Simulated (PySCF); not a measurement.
Energy of Cu (copper, neutral) between two integer charges

The 4s alpha orbital of [Ar] 3d10 4s1 is emptied in steps (occupation f), with all orbitals relaxed, ending at [Ar] 3d10. Calculation: PySCF 2.14, in def2-TZVPPD (6s6p4d2f1g, 67 functions); no relativity, point nucleus. The exact energy is a straight line in f; departures are measured from the line between the end points of the same method.

```json
{"f": "1", "UHF (eV)": "0.000", "LDA (eV)": "0.000", "PBE (eV)": "0.000", "PBE0 (eV)": "0.000", "r2SCAN (eV)": "0.000", "LC-wPBE (eV)": "0.000", "BHandHLYP (eV)": "0.000", "wB97X (eV)": "0.000", "r2SCAN0 (eV)": "0.000", "B3LYP (eV)": "0.000"}
{"f": "0.9", "UHF (eV)": "0.009", "LDA (eV)": "-0.305", "PBE (eV)": "-0.299", "PBE0 (eV)": "-0.215", "r2SCAN (eV)": "-0.260", "LC-wPBE (eV)": "-0.003", "BHandHLYP (eV)": "-0.150", "wB97X (eV)": "-0.035", "r2SCAN0 (eV)": "-0.188", "B3LYP (eV)": "-0.244"}
{"f": "0.7", "UHF (eV)": "0.019", "LDA (eV)": "-0.716", "PBE (eV)": "-0.701", "PBE0 (eV)": "-0.502", "r2SCAN (eV)": "-0.612", "LC-wPBE (eV)": "-0.003", "BHandHLYP (eV)": "-0.351", "wB97X (eV)": "-0.081", "r2SCAN0 (eV)": "-0.441", "B3LYP (eV)": "-0.573"}
{"f": "0.5", "UHF (eV)": "0.022", "LDA (eV)": "-0.855", "PBE (eV)": "-0.839", "PBE0 (eV)": "-0.600", "r2SCAN (eV)": "-0.732", "LC-wPBE (eV)": "0.000", "BHandHLYP (eV)": "-0.420", "wB97X (eV)": "-0.093", "r2SCAN0 (eV)": "-0.525", "B3LYP (eV)": "-0.686"}
{"f": "0.3", "UHF (eV)": "0.018", "LDA (eV)": "-0.718", "PBE (eV)": "-0.708", "PBE0 (eV)": "-0.505", "r2SCAN (eV)": "-0.613", "LC-wPBE (eV)": "0.001", "BHandHLYP (eV)": "-0.355", "wB97X (eV)": "-0.073", "r2SCAN0 (eV)": "-0.439", "B3LYP (eV)": "-0.579"}
{"f": "0.1", "UHF (eV)": "0.008", "LDA (eV)": "-0.307", "PBE (eV)": "-0.304", "PBE0 (eV)": "-0.216", "r2SCAN (eV)": "-0.263", "LC-wPBE (eV)": "-0.001", "BHandHLYP (eV)": "-0.153", "wB97X (eV)": "-0.027", "r2SCAN0 (eV)": "-0.188", "B3LYP (eV)": "-0.249"}
{"f": "0", "UHF (eV)": "0.000", "LDA (eV)": "0.000", "PBE (eV)": "0.000", "PBE0 (eV)": "0.000", "r2SCAN (eV)": "0.000", "LC-wPBE (eV)": "0.000", "BHandHLYP (eV)": "0.000", "wB97X (eV)": "0.000", "r2SCAN0 (eV)": "0.000", "B3LYP (eV)": "0.000"}
```

Task: For LC-wPBE, how does the orbital energy at f = 1 compare with the removal energy?

Result: −ε = 7.594 eV against a total-energy difference of 7.629 eV. By Janak's theorem ε = ∂E/∂f, so the gap between them reflects the curvature. Along the path −ε is 7.611 (f = 0.9), 7.635 (f = 0.7), 7.640 (f = 0.5), 7.625 (f = 0.3), 7.625 (f = 0.1) eV.

```csv
method,E(f=0) − E(f=1) (eV),−ε at f=1 (eV),−ε at f=0.5 (eV)
UHF,6.441,6.537,6.438
LDA,8.405,5.022,8.398
PBE,8.160,4.854,8.139
PBE0,7.771,5.391,7.764
r2SCAN,8.039,5.153,8.049
LC-wPBE,7.629,7.594,7.640
BHandHLYP,7.506,5.849,7.494
wB97X,7.566,7.175,7.588
r2SCAN0,7.744,5.653,7.758
B3LYP,8.044,5.338,8.029
```

Reference removal energy between the ground levels: 7.726 eV (measured; NIST Atomic Spectra Database, ionization energies). UHF lacks correlation.
